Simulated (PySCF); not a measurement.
C5H4F2O, SMILES O=C1C=CCC1(F)F.

Coordinates come from a PBE0-D3(BJ)/def2-SVP optimisation. This is a generated structure with no PubChem entry under its InChIKey; it may be hypothetical. One conformer was computed; it need not be the lowest.

Two levels are set side by side: PBE/def2-TZVP (PySCF) and ωB97X/def2-TZVP (PySCF). Same geometry, gas phase. Differences are taken from unrounded values.

| quantity | ωB97X | PBE | PBE minus ωB97X |
|---|---|---|---|
| orbital gap (eV) | 10.11 | 2.84 | -7.27 |
| highest occupied level (eV) | -10.06 | -5.98 | 4.09 |
| lowest empty level (eV) | 0.05 | -3.14 | -3.18 |
| dipole moment (D) | 5.02 | 4.72 | -0.30 |

PBE's occupied levels lie high since its potential decays too fast outside the molecule; exact exchange lowers them and widens the gap. Differences between two approximate levels are no errors against the true value.

Rough cost on one machine, each run with all the roots and properties that it gave: ωB97X against PBE about 1/2.
